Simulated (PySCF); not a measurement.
**Dipole response of V⁺ (vanadium, charge +1)**

[Ar] 3d4, high-spin 5D determinant. Calculation: PySCF 2.14, in aug-cc-pVDZ; the non-relativistic Hamiltonian (point nucleus). Coupled (time-dependent) response in atomic units; α is the mean over directions. A double-zeta set is small for polarisabilities.

| method | mean α (bohr³) | α xx, yy, zz | C₆ (like pair) | S(−4) |
| --- | --- | --- | --- | --- |
| UHF | 11.48 | 10.26, 10.26, 13.93 | 40.82 | 165.9 |
| PBE | 18.11 | 16.56, 16.56, 21.22 | 66.67 | 588.5 |
| MN15 | 16.33 | 12.77, 12.77, 23.45 | 59.92 | 389.7 |

S(−4) is the Cauchy moment in α(ω) = α(0) + S(−4) ω² + …

α(iu) at PBE:

| u (hartree) | α(iu) (bohr³) |
| --- | --- |
| 0 | 18.11 |
| 0.0500 | 16.80 |
| 0.100 | 14.15 |
| 0.200 | 9.919 |
| 0.300 | 7.597 |
| 0.500 | 5.188 |
| 0.750 | 3.647 |
| 1.00 | 2.767 |
| 1.50 | 1.802 |
| 2.00 | 1.276 |
| 3.00 | 0.7255 |
| 5.00 | 0.3136 |

A single London oscillator, α(iu) = α/(1 + u²/ω²), gives C₆ = (3/4) ω α². Matching the computed C₆ needs ω = 4 × 66.67 / (3 × 18.11²) = 0.271 hartree.

For an ion, C₆ is the dispersion term alone; charge-induced terms of lower order in 1/R come first.

The components differ because the open shell of this determinant is not spherical; for a pure term their mean is the scalar polarisability.
